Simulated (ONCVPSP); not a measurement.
Dy, ONCV: configuration errors across variants

ONCVPSP 4.0.1 input, shortened (lines: element, Z, core and valence counts, functional; n l f; lmax; l rc ep ncon nbas qcut; lloc lpopt rc5 dvloc0; l nproj debl; icmod fcfact rcfact), PBE, scalar-relativistic:

```
  Dy 66.00   10    4        4      upf
    1    0    2.00
    2    0    2.00
    2    1    6.00
    3    0    2.00
    3    1    6.00
    3    2   10.00
    4    0    2.00
    4    1    6.00
    4    2   10.00
    4    3    9.00
    5    0    2.00
    5    1    6.00
    5    2    1.00
    6    0    1.75
    2
    0    2.30    0.00    4    9    6.00
    1    2.10    0.00    4    7    6.50
    2    3.15    0.00    4    8    3.90
    4    4    1.75    1.00
    0    2    1.90
    1    2    3.50
    2    2    3.50
    3    3.75    1.15
```

All-electron excitation energies from the reference (eV): (1) 5s2 5p6 5d1 6s2 -1.221; (2) 5s2 5p6 5d1 6s1 5.620; (3) 5s2 5p6 5d1 6s0 18.051; (4) 5s2 5p6 5d1 6s1.5 1.540.

Errors AE − PS in meV (a dash: test not solved or not reliable):

| change | (1) | (2) | (3) | (4) | bound ghosts | GHOST(+) flags above zero |
| --- | --- | --- | --- | --- | --- | --- |
| base | +0.4 | -0.1 | +8.5 | -0.3 | none | none |
| s: rc 1.72; local potential polynomial inside 1.72 bohr (lpopt 4, dvloc0 1 Ha) | +0.4 | +0.3 | +12 | -0.3 | none | none |
| s: rc 2.28 | +0.4 | -0.1 | +8.6 | -0.3 | none | none |
| s: rc 2.4 | +0.4 | -0.1 | +8.1 | -0.3 | none | none |
| s: rc 2.74 | +0.4 | -0.1 | +7.3 | -0.3 | none | none |
| s: rc 2.98 | +0.5 | +0.6 | +8.3 | -0.2 | none | s |
| s: rc 3.36 | +0.5 | +0.4 | +6.3 | -0.3 | none | none |

**Question.** Give the same row for: s: rc 1.98.

**Answer.** +0.4, +0.1, +10, -0.3; bound ghosts: none; GHOST(+) flags above zero: none.
